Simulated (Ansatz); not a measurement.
Cost and result for the atomization energy of CH7InOSi (`[CH3][InH][O][SiH3]`) (11 atoms, 10 bonds).

| atom | x (Å) | y (Å) | z (Å) |
| --- | --- | --- | --- |
| C1 | -0.7449 | -1.5534 | -1.0686 |
| In2 | -0.5781 | 0.5471 | -1.3968 |
| O3 | 0.3234 | 1.4396 | 0.1566 |
| Si4 | 0.9126 | 1.0085 | 1.6014 |
| H5 | -1.1717 | -1.7214 | -0.0789 |
| H6 | 0.2544 | -1.9921 | -1.0872 |
| H7 | -1.3629 | -2.0384 | -1.8228 |
| H8 | -0.9631 | 1.7212 | -2.5712 |
| H9 | 0.8136 | 2.1381 | 2.5676 |
| H10 | 2.3473 | 0.6033 | 1.5141 |
| H11 | 0.1693 | -0.1525 | 2.1860 |

Charge 0, multiplicity 1. Correlated methods include outer-core shells of In, which these sets cover unevenly. In: def2 effective core potential. The structure was optimised at the PBE0-D4/def2-TZVP level. It is one conformer, not always the lowest. Program: Ansatz. Hardware: A = 2 threads of an AMD EPYC 7R13 on a shared host; B = 2 threads of an AMD EPYC 7R13 on a shared host and a share of an NVIDIA H100 80 GB. Times are those of one run each, without the atoms' runs, and a repeat can differ threefold. Electronic energies, without spin–orbit coupling; frozen cores. CCSD(T)/CBS adds CCSD(T) − MP2 in def2-TZVPP to the MP2 limit, and its time is that of the two runs behind it. T1 = 0.014. With those shells the extrapolation isn't a true limit.

CCSD(T)/CBS is a level of theory with its own doubt, some kJ/mol a heavy atom from the limit and from the frozen cores, so smaller differences don't rank the functionals.

```json
{"level": "LDA (SPW92)/def2-TZVPP [A]", "functions": "252", "wall time": "3.1 s"}
{"level": "CCSD(T)/def2-TZVPP [B]", "functions": "252", "wall time": "3.2 s"}
{"level": "MP2/def2-QZVPP [B]", "functions": "476", "wall time": "3.9 s"}
{"level": "revPBE-D4/def2-TZVPP [A]", "functions": "252", "wall time": "4.4 s"}
{"level": "BLYP-D4/def2-TZVPP [A]", "functions": "252", "wall time": "4.7 s"}
{"level": "PBE0-D4/def2-TZVPP [A]", "functions": "252", "wall time": "6.5 s"}
{"level": "CCSD(T)/CBS(def2)", "functions": "–", "wall time": "7.2 s"}
{"level": "BHLYP-D4/def2-TZVPP [A]", "functions": "252", "wall time": "7.5 s"}
{"level": "r2SCANh-D4/def2-TZVPP [A]", "functions": "252", "wall time": "10 s"}
{"level": "PBE-QIDH/def2-TZVPP [A]", "functions": "252", "wall time": "12 s"}
{"level": "ωB97X-V/def2-TZVPP [A]", "functions": "252", "wall time": "13 s"}
{"level": "CCSD(T)/def2-SVP [A]", "functions": "107", "wall time": "13 s"}
{"level": "B97M-V/def2-TZVPP [A]", "functions": "252", "wall time": "14 s"}
```

(1) What atomization energy does each give, and how far from CCSD(T)/CBS? (Estimate.)

Results:

(1) The calculation gave: 
| level | atomization (kcal/mol) | difference from CCSD(T)/CBS | per bond |
| --- | --- | --- | --- |
| LDA (SPW92)/def2-TZVPP [A] | 940.4 | 95.3 | 9.5 |
| CCSD(T)/def2-TZVPP [B] | 823.6 | -21.5 | -2.2 |
| MP2/def2-QZVPP [B] | 839.4 | -5.7 | -0.6 |
| revPBE-D4/def2-TZVPP [A] | 818.4 | -26.7 | -2.7 |
| BLYP-D4/def2-TZVPP [A] | 828.8 | -16.3 | -1.6 |
| PBE0-D4/def2-TZVPP [A] | 828.3 | -16.8 | -1.7 |
| CCSD(T)/CBS(def2) | 845.1 | 0.0 | 0.0 |
| BHLYP-D4/def2-TZVPP [A] | 819.5 | -25.6 | -2.6 |
| r2SCANh-D4/def2-TZVPP [A] | 834.8 | -10.3 | -1.0 |
| PBE-QIDH/def2-TZVPP [A] | 829.4 | -15.7 | -1.6 |
| ωB97X-V/def2-TZVPP [A] | 844.6 | -0.5 | 0.0 |
| CCSD(T)/def2-SVP [A] | 786.7 | -58.4 | -5.8 |
| B97M-V/def2-TZVPP [A] | 842.4 | -2.7 | -0.3 |

Leaving LDA and LC-ωPBE aside and taking each functional with its dispersion term where it has one, the values spread over 26.2 kcal/mol, from revPBE-D4 to ωB97X-V. LDA lies +109.0 kcal/mol from PBE without D4, its usual overbinding. The D4 term adds +8.1 kcal/mol with B3LYP and +4.3 kcal/mol with PBE0; it sums over pairs of atoms, weighted by their polarisabilities, and B3LYP, whose exchange is more repulsive, gets the larger term. From BLYP to BHLYP (50 % exact exchange), in def2-TZVPP and without D4, the atomization energy moves by −5.6 kcal/mol: exact exchange takes away binding that semilocal exchange gives to molecules.

B3LYP here is the variant with VWN-RPA as its local correlation; programs differ in this.

Spin–orbit coupling would lower the free In atoms strongly, and the atomization energy with them, by more than many differences here.
